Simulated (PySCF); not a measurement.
## Basis-set dependence of population analyses: `C=C[B@@H-]([NH3+])O`

Compound: C2H8BNO.
Geometry (PBE0-D3(BJ)/def2-SVP, Å), atoms numbered from 1 in this order:
```xyz
13
C2H8BNO angstrom
C      1.348   -1.252   -0.144
C      1.115    0.044   -0.391
B     -0.259    0.856   -0.284
N     -1.445   -0.232    0.154
O     -0.300    1.876    0.724
H      0.554   -1.949    0.161
H      2.339   -1.711   -0.237
H      1.990    0.637   -0.700
H     -0.672    1.257   -1.376
H     -2.285    0.310    0.357
H     -1.652   -0.898   -0.591
H     -1.189   -0.749    0.997
H      0.453    1.798    1.314
```

PBE0 throughout (PySCF), one geometry, spherical d and f functions. One conformer (not necessarily the lowest) at the PBE0-D3(BJ)/def2-SVP geometry, without solvent, vibrations or thermal averaging. The first 7 of 11 kinds of atom are listed.

Mulliken charges (e):

| basis | functions | C1 | C2 | B3 | N4 | O5 | H6 | H7 |
| --- | --- | --- | --- | --- | --- | --- | --- | --- |
| STO-3G | 33 | -0.205 | -0.186 | +0.204 | -0.415 | -0.377 | +0.030 | +0.058 |
| 6-31G | 61 | -0.396 | -0.265 | +0.499 | -0.869 | -0.702 | +0.094 | +0.149 |
| pcSseg-0 | 61 | -0.447 | -0.597 | +0.613 | -0.813 | -0.694 | +0.158 | +0.209 |
| 6-31G* | 86 | -0.427 | -0.225 | +0.374 | -0.883 | -0.689 | +0.106 | +0.159 |
| cc-pVDZ | 110 | -0.128 | -0.115 | +0.022 | +0.043 | -0.233 | -0.010 | +0.034 |
| def2-SVP | 110 | -0.159 | -0.111 | -0.015 | -0.034 | -0.259 | -0.004 | +0.043 |
| 6-311+G(2d,p) | 183 | -0.283 | -0.251 | +0.442 | -0.720 | -0.657 | +0.071 | +0.114 |
| aug-cc-pVDZ | 187 | +0.558 | +0.665 | -0.026 | -0.051 | -0.558 | -0.494 | -0.414 |
| def2-TZVP | 203 | -0.303 | -0.199 | +0.049 | -0.434 | -0.526 | +0.075 | +0.119 |
| IGLO-III | 255 | -0.254 | -0.270 | +0.434 | -0.587 | -0.633 | +0.048 | +0.099 |
| cc-pVTZ | 262 | -0.329 | -0.191 | +0.051 | -0.030 | -0.390 | +0.071 | +0.118 |

IAO charges (e):

```csv
basis,functions,C1,C2,B3,N4,O5,H6,H7
STO-3G,33,-0.297,-0.254,+0.060,-0.380,-0.442,+0.088,+0.117
6-31G,61,-0.339,-0.258,+0.120,-0.468,-0.619,+0.102,+0.141
pcSseg-0,61,-0.325,-0.258,+0.103,-0.440,-0.591,+0.098,+0.136
6-31G*,86,-0.327,-0.256,+0.143,-0.452,-0.624,+0.096,+0.135
cc-pVDZ,110,-0.332,-0.254,+0.130,-0.447,-0.623,+0.097,+0.136
def2-SVP,110,-0.323,-0.251,+0.127,-0.437,-0.620,+0.093,+0.132
"6-311+G(2d,p)",183,-0.343,-0.263,+0.138,-0.469,-0.651,+0.105,+0.143
aug-cc-pVDZ,187,-0.344,-0.261,+0.135,-0.465,-0.650,+0.104,+0.143
def2-TZVP,203,-0.343,-0.262,+0.141,-0.470,-0.649,+0.104,+0.143
IGLO-III,255,-0.345,-0.263,+0.140,-0.471,-0.653,+0.105,+0.144
cc-pVTZ,262,-0.343,-0.262,+0.140,-0.470,-0.647,+0.104,+0.142
```

**Question.** Which scheme is steadiest as the basis changes?

**Answer.** Largest range over the bases for any column: IAO 0.21 e, Mulliken 1.26 e. IAO charges move least and Mulliken charges most, counted in e. Without the minimal STO-3G basis the ranges are IAO 0.06, Mulliken 1.26 e.

**Question.** How much do the charges still move between the two largest bases, IGLO-III and cc-pVTZ?

**Answer.** At most, over all atoms: Mulliken 0.558 e, IAO 0.006 e.

**Question.** What do the same runs give for the total energy, the frontier levels and the dipole moment?

**Answer.** 
```tsv
basis	energy (Eh)	HOMO (eV)	LUMO (eV)	μ (D)
STO-3G	-232.5644	-3.04	4.64	5.03
6-31G	-235.5320	-6.61	0.93	4.70
pcSseg-0	-235.0666	-6.75	0.69	4.78
6-31G*	-235.5852	-6.59	1.02	4.46
cc-pVDZ	-235.6160	-6.73	0.67	4.43
def2-SVP	-235.4323	-6.78	0.64	4.49
6-311+G(2d,p)	-235.6825	-7.03	-0.53	4.35
aug-cc-pVDZ	-235.6394	-7.01	-0.69	4.30
def2-TZVP	-235.6989	-6.98	0.14	4.34
IGLO-III	-235.7090	-7.01	-0.14	4.33
cc-pVTZ	-235.6947	-6.95	0.21	4.33
```

The dipole is fixed by the density alone, so its range of 0.73 D shows that the density itself changes with the basis, not only its division among atoms.
